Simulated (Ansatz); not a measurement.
Start from `N[SiH2]C(F)F` and change one atom or group to get `N[SiH2]C(O)(F)F`.

Ansatz, PBE0-D4/def2-TZVP geometries, multiplicity 1. Each molecule was computed in one conformer, which needn't be the lowest.

```tsv
property	`N[SiH2]C(F)F`
HOMO energy (ωB97M-V/def2-TZVPP) / eV	-9.99
size of the dipole moment (B3LYP/def2-TZVPP) / D	2.97
HOMO energy (PBE0/def2-TZVPP) / eV	-7.64
HOMO energy (B3LYP/def2-TZVPP) / eV	-7.43
LUMO energy (PBE/def2-TZVPP) / eV	-0.68
LUMO energy (B3LYP/def2-TZVPP) / eV	-0.11
```

Question: Give the same properties after the change, and the shifts. (Estimate.)

Answer: Ansatz gave: 
| property | `N[SiH2]C(O)(F)F` | shift |
| --- | --- | --- |
| HOMO energy (ωB97M-V/def2-TZVPP) / eV | -10.11 | -0.12 |
| size of the dipole moment (B3LYP/def2-TZVPP) / D | 1.88 | -1.09 |
| HOMO energy (PBE0/def2-TZVPP) / eV | -7.75 | -0.11 |
| HOMO energy (B3LYP/def2-TZVPP) / eV | -7.54 | -0.11 |
| LUMO energy (PBE/def2-TZVPP) / eV | -0.56 | 0.12 |
| LUMO energy (B3LYP/def2-TZVPP) / eV | -0.01 | 0.10 |

With PBE0 the HOMO falls by 0.11 eV and the LUMO rises by 0.12 eV, so the gap widens by about 0.23 eV. PBE moves the HOMO by -0.10 eV and ωB97M-V by -0.12 eV. Dipoles are sizes alone; their direction can turn.

B3LYP here is the variant with VWN-RPA as its local correlation; programs differ in this.

Positive LUMOs are unbound, so they and the gaps depend on the basis.
